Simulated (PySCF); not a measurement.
Ligand exchange on a metal centre used in film growth or etching (Ti Cl-F). All species are isolated molecules in the gas phase.

Method: PBE-D3(BJ)/def2-TZVP // TPSS-D3(BJ)/def2-SVP (PySCF). All candidates: neutral, multiplicity 1. 

```json
{
  "LUMO": "-4.30 eV",
  "dipole_moment": "0.10 D",
  "HOMO–LUMO gap": "4.41 eV"
}
```

Task: Which member has these values?
A) [Ti(Cl)(F)3]
B) [Ti(Cl)3(F)]
C) [Ti(F)4]
D) [Ti(Cl)4]

Result: A, [Ti(Cl)(F)3]. The others give [Ti(F)4]: -4.09 eV, 0.00 D, 6.35 eV; [Ti(Cl)3(F)]: -4.56 eV, 0.19 D, 3.71 eV; [Ti(Cl)4]: -4.62 eV, 0.00 D, 3.64 eV
